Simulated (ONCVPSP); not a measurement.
# Logarithmic derivatives: Ti (Z = 22), ONCV

ONCVPSP 4.0.1 input, shortened (lines: element, Z, core and valence counts, functional; n l f; lmax; l rc ep ncon nbas qcut; lloc lpopt rc5 dvloc0; l nproj debl; icmod fcfact rcfact), PBE, scalar-relativistic:

```
  Ti 22.00    5    2        4      upf
    1    0    2.00
    2    0    2.00
    2    1    6.00
    3    0    2.00
    3    1    6.00
    3    2    2.00
    4    0    2.00
    2
    0    3.10    0.00    5    9    2.20
    1    2.35    0.05    4    7    3.20
    2    2.10    0.00    4    9    7.60
    4    3    1.75    0.00
    0    2    0.50
    1    2    3.40
    2    2    2.50
    3    2.50    1.35
```

The phase is arctan(r·R′/R) of the radial function R(r), unwrapped; energies in Ha, scanned from -2 to 5 Ha. A pole is an energy at which the radial function vanishes at the test radius. The pseudo phase is shifted by a multiple of π to meet the all-electron one at the reference energy, and phase errors are pseudo minus all-electron; the curves can meet again beyond the range given. Levels narrower than the energy grid can be missing from the lists of poles.

For each channel, where are the poles, and over which energies does the pseudopotential scatter like the atom?

| channel | radius (bohr) | reference energy (Ha) | poles, all-electron | poles, pseudo | unbroken range about the reference energy with phases within 0.05 rad | phase error 1 Ha above the reference energy (rad) |
| --- | --- | --- | --- | --- | --- | --- |
| s | 3.15 | -0.16 | 0.48, 3.30 | 0.48, 1.01, 3.26 | below 0.9 | -0.007 |
| p | 2.39 | 0.05 | -1.37, 2.19 | 1.99, 4.16 | -0.7 to 3.7 | -0.039 |
| d | 2.13 | -0.16 | 0.15, 3.76 | 0.15, 3.81 | the whole range | +0.005 |

Note: no bound ghost flagged; GHOST(+) flagged for s at 27.5 eV, p at 110.5 eV.

Phases in the d channel:

```csv
E (Ha),all-electron,pseudo
-1.98,1.260,1.260
-1.62,1.212,1.212
-1.26,1.133,1.134
-0.90,0.974,0.976
-0.54,0.447,0.450
-0.18,-1.066,-1.066
0.18,-1.594,-1.593
0.54,-1.835,-1.833
0.90,-2.130,-2.124
1.26,-2.818,-2.804
1.62,-3.842,-3.836
1.98,-4.282,-4.281
2.34,-4.462,-4.462
2.70,-4.560,-4.559
3.06,-4.624,-4.623
3.42,-4.673,-4.670
3.78,-4.714,-4.710
4.14,-4.754,-4.746
4.50,-4.796,-4.782
4.86,-4.848,-4.821
```
